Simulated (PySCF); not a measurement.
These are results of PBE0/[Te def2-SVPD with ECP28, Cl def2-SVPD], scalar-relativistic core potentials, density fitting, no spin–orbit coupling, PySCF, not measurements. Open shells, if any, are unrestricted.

**Question.** What shape and geometry does isolated singlet TeCl₃⁻ take (every ligand bound to Te)?

**Answer.** Counting electrons, tellurium keeps 4 of its valence electrons outside its bonds, so the VSEPR class is AX3E2 and the expected shape is T-shaped (C2v), as computed. The lowest minimum found is a singlet of C2v symmetry with Te–Cl 2.414 Å, Te–Cl 2.588 Å (×2); Cl–Te–Cl 92.8° (×2), Cl–Te–Cl 174.4°. Its harmonic wavenumbers are 64 (a1), 108 (b1), 114 (b2), 240 (b2), 248 (a1), 338 (a1) cm⁻¹ and its dipole moment is 0.77 D about the centre of mass.

This need not be the most stable arrangement of these atoms. The lowest empty level of this anion is unbound, so it and the gap depend on the basis.
